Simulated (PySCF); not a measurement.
## Property card for allylbenzene, `C=CCc1ccccc1`

Species: allylbenzene, C9H10.
Atom-mapped SMILES: `[CH2:1]=[CH:2][CH2:3][c:4]1[cH:5][cH:6][cH:7][cH:8][cH:9]1` (hydrogens: H10, H11 on C1; H12 on C2; H13, H14 on C3; H15 on C5; H16 on C6; H17 on C7; H18 on C8; H19 on C9)

Among its groups: C=C double bond and benzene ring.

GFN2-xTB geometry:

```
Point group of the GFN2-xTB geometry                  : C1
Rotational constants A, B, C of the GFN2-xTB geometry : 3.950, 1.022, 0.890 GHz
```

**PBE0/pcSseg-1 ground state and GIAO shieldings, non-relativistic (PySCF)**

```
Dipole moment                                       : 0.11 D
HOMO energy                                         : -7.01 eV
LUMO energy                                         : -0.27 eV
HOMO–LUMO gap                                       : 6.74 eV
Lowest Hirshfeld atomic charge                      : -0.11 e on C1
Highest Hirshfeld atomic charge                     : +0.05 e on H10, H13, H14, H15, H16, H17, H18, H19
13C chemical shifts (computed TMS as zero) by class : 149.9 (C2), 146.5 (C4), 134.4 (C5/C9), 134.3 (C6/C8), 131.5 (C7), 118.6 (C1), 48.1 (C3) ppm
1H chemical shifts (computed TMS as zero) by class  : 7.61 (H16/H18), 7.50 (H15/H19), 7.48 (H17), 6.12 (H12), 5.44 (H11), 5.11 (H10), 3.38 (H13/H14) ppm
Mayer bond orders between heavy atoms               : C1–C2 1.98, C2–C3 1.02, C3–C4 1.05, C4–C5 1.40, C5–C6 1.45, C6–C7 1.43, C7–C8 1.44, C8–C9 1.44, C9–C4 1.41
```

Monoisotopic mass (most abundant isotopes): 118.0783 u.

The rotational constants make it an asymmetric top with κ = (2B − A − C)/(A − C) = -0.91, nearer the prolate limit (−1). A dipole of 0.11 D is allowed in C1, and pure rotational transitions are dipole-allowed. With B = h/(8π²I), that is 505.379 GHz u Å² over I, the principal moments of inertia are 127.9, 494.7 and 567.8 u Å² (most abundant isotopes); the inertial defect Ic − Ia − Ib is -54.8 u Å² (zero for a rigid planar frame, negative otherwise). The dipole matches unit charges of opposite sign 0.02 Å apart (1 e·Å = 4.8032 D).

The structure is a single GFN2-xTB conformer in the gas phase; no vibrational or solvent corrections. NMR classes are plain means over equivalent atoms (diastereotopic ones count apart unless rotation or inversion swaps them), as if these changed places fast; in this geometry the members of some classes differ.

The values belong to the conformer `[CH2:1]=[CH:2][CH2:3][c:4]1[cH:5][cH:6][cH:7][cH:8][cH:9]1`: C1–C2–C3–C4 -117°, C2–C3–C4–C5 81°.
